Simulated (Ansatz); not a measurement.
Cartesian coordinates in Å:
```
C 2.089 -0.040 2.213
Al 0.766 0.261 0.818
N 0.753 0.276 -0.961
Si -0.949 0.640 -0.678
C -2.200 -0.576 -1.367
H 3.056 -0.317 1.786
H 1.771 -0.837 2.890
H 2.228 0.862 2.816
H 1.263 0.195 -1.828
H -1.385 1.993 -1.151
H -2.227 -0.519 -2.459
H -3.202 -0.336 -0.999
H -1.964 -1.602 -1.078
```

Total charge 0; spin multiplicity 1.

(1) List the ωB97M-V/def2-TZVPP orbital energies in eV (Ansatz). (Estimate.)

Results:

(1) The calculation gave: Occupied: -1806.38, -1531.55, -393.43, -280.94, -280.61, -147.39, -116.18, -101.53, -101.49, -101.48, -75.82, -75.70, -75.64, -25.08, -21.93, -21.88, -16.95, -14.61, -13.76, -13.72, -13.56, -13.47, -12.15, -11.47, -10.62, -9.40, -7.95. Lowest empty: 1.01, 1.15, 2.21, 2.70, 2.86, 3.81, 4.05, 4.38.
